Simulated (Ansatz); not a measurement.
Frontier orbitals of ClH3O3Ti, SMILES `[OH][Ti]([OH])([OH])[Cl]`.

Z-matrix (Å, degrees):
```
Ti
O 1 1.786
O 1 1.781 2 109.3
O 1 1.780 2 108.5 3 121.6
Cl 1 2.220 2 110.9 3 -119.4
H 2 0.959 1 129.5 3 23.3
H 3 0.957 1 135.9 2 128.1
H 4 0.958 1 134.3 2 147.1
```

Charge 0, multiplicity 1. Correlated methods include outer-core shells of Ti, which these sets cover unevenly. Scalar relativity is left out up to krypton. Geometry: relaxed with PBE0-D4/def2-TZVP. It is one conformer, not always the lowest. Basis def2-TZVPP, the Gaussian-basis code of Ansatz.

```tsv
functional	HOMO (eV)	LUMO (eV)
LDA (SPW92)	-7.46	-3.15
```

Q: Give HOMO and LUMO (eV) with PBE, revPBE, BLYP, r2SCAN, B97M-V, PBE0, B3LYP, r2SCANh, r2SCAN0, HSE06 (plane-wave form), BHLYP, CAM-B3LYP, LC-ωPBE, ωB97X-V, ωB97M-V, HF. (Best estimate.)

A: Computed: 
```csv
functional,HOMO,LUMO
PBE,-7.29,-2.91
revPBE,-7.22,-2.83
BLYP,-7.15,-2.84
r2SCAN,-7.67,-2.85
B97M-V,-7.74,-2.85
PBE0,-8.76,-1.96
B3LYP,-8.49,-2.25
r2SCANh,-8.21,-2.48
r2SCAN0,-9.02,-1.90
HSE06 (plane-wave form),-8.36,-2.34
BHLYP,-10.10,-0.83
CAM-B3LYP,-10.14,-0.87
LC-ωPBE,-11.53,0.30
ωB97X-V,-11.16,0.28
ωB97M-V,-11.03,0.27
HF,-12.26,1.74
```

B3LYP here is the variant with VWN-RPA as its local correlation; programs differ in this. LC-ωPBE has ω = 0.4 bohr⁻¹. Positive LUMOs are unbound and depend on the basis.
